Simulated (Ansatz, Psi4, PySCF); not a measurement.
C₂H₆Zn, charge -1, doublet, geometry from GFN2-xTB (such geometries of metal compounds can be far from the true shape) (a state made from the parent by changing its charge; the spin is typed, not shown lowest) (in this run its highest filled SCF level lies above zero, so its values depend strongly on the basis, on diffuse functions most of all). Base run: CAMB3LYP/def2-SVP (PySCF).

PySCF was given this input:
```python
from pyscf import gto, scf, dft

mol = gto.M(
    atom='''
Zn    0.17759845   -0.49094132    0.13229608
C     1.32147960    0.97021973   -1.47352980
H     2.31271718    0.65165162   -1.82828766
H     1.45764629    1.96698810   -1.03361241
H     0.70453769    1.11057171   -2.37174891
C    -1.85600265    0.51046515    1.07390291
H    -2.76985616   -0.08881283    0.94903778
H    -2.04018173    1.46487311    0.56600317
H    -1.78567864    0.73885854    2.14748685
''',
    basis='def2-svp',
    charge=-1,
    spin=1,
    verbose=3,
)

mf = dft.UKS(mol)
mf.xc = 'camb3lyp'
mf.kernel()
```

The same geometry, method and basis name were run in Ansatz (a first-principles code) and Psi4 and PySCF, at each program's defaults and at the settings that a row names. The base is PySCF at its defaults. Differences at the defaults can come from grids, fitting, cores and function types together.

```
code and settings                                                                             ΔE vs base (mEh)  basis functions       E (Eh)  SCF cycles
--------------------------------------------------------------------------------------------  ----------------  ---------------  -----------  ----------
PySCF, defaults (exact integrals, its default grid, spherical functions)                                 0.000               89  -1858.87097          11
Psi4, defaults (density fitting with its default set, its default grid, spherical functions)            -0.048               89  -1858.87102          11
Ansatz, defaults (factorised integrals, its default grid, spherical functions)                           0.000               89  -1858.87097           -
PySCF, density fitting with def2-universal-jkfit                                                        -0.070               89  -1858.87104          11
PySCF, fine grid                                                                                         0.001               89  -1858.87097          11
Psi4, exact integrals, spherical functions, fine grid                                                    0.002               89  -1858.87097          16
Ansatz, high accuracy                                                                                    0.001               89  -1858.87097           -
```

Open shells are given as the SCF converged; they aren't shown to be the lowest states, and a large step between rows can be another state.
